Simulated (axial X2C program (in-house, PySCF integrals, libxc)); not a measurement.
**RuSi⁺: from the spin-free to the two-component result**

Calculated with an axial X2C code built on PySCF integrals. Spin-free means the one-electron spin-free X2C Hamiltonian; two-component (2c) means X2C with spin–orbit coupling and atomic mean-field two-electron Coulomb and Gaunt terms, so the difference of the two also holds small scalar two-electron terms. Basis: Ru dyall-v3z [12s12p8d3f2g], Si dyall-v3z [8s7p2d1f] (cores contracted in-house); Gaussian nuclei, density fitting, unrestricted open shells. Masses: Ru 101.904 u, Si 27.977 u.

Spin-free state: M_S = 3/2, Λ = 0 (beyond evenly filled blocks: σα, δ+α, δ-α); fragments Ru+ + Si.

| level | Re (Å) | ωe (cm⁻¹) | De (eV) | μ (D) |
| --- | --- | --- | --- | --- |
| PBE0 | 2.141 | 451.0 | 3.933 | 1.14 |
| B3LYP | 2.153 | 441.1 | 4.021 | 1.43 |
| LDA | 2.121 | 482.5 | 5.822 | 1.60 |

Dipoles are positive if Si is the positive end and refer to the centre of mass.

Two-component determinant lowest at the distance of the search:

Ω = 5/2 (⟨Sz⟩ = 0.50, ⟨Lz⟩ = 2.00 at PBE0); fragments Ru+ + Si.

```csv
level,Re (Å),ωe (cm⁻¹),μ (D)
PBE0,2.062,503.5,1.08
B3LYP,2.073,504.0,1.26
LDA,2.052,540.9,1.27
```

From the two tables, how do the constants change at the PBE0 level (2c against spin-free)?

At the PBE0 level Re decreases by 0.079 Å and ωe rises by 52.5 cm⁻¹. The two determinants differ in configuration, so these shifts compare two states and are not the spin–orbit effect on one state.

Occupations by symmetry block were frozen at the best pattern of an incomplete PBE0 search. Dissociation energies refer to the lowest single-determinant-based atoms at the same level and basis. De is not given where an atomic determinant may have missed its ground term or J level, or where the truncated virtual space spoils (T). Density functionals use the spin component along the axis (collinear). Other states lie close and PBE0, whose exact exchange favours high spin, may order them wrongly; the determinant shown need not be the ground state. The nearest other spin-free determinant of the search, M_S = 1/2, Λ = 2, lies 0.002 eV up at the distance of the search. The functionals have no current-density term, which raises determinants with orbital currents, atoms included. At some level and bond length an empty orbital lies below a filled one. The determinant is spin-polarised beyond a pure state at some levels (its spin-free form has ⟨S²⟩ too high), which makes Re and μ there less reliable.
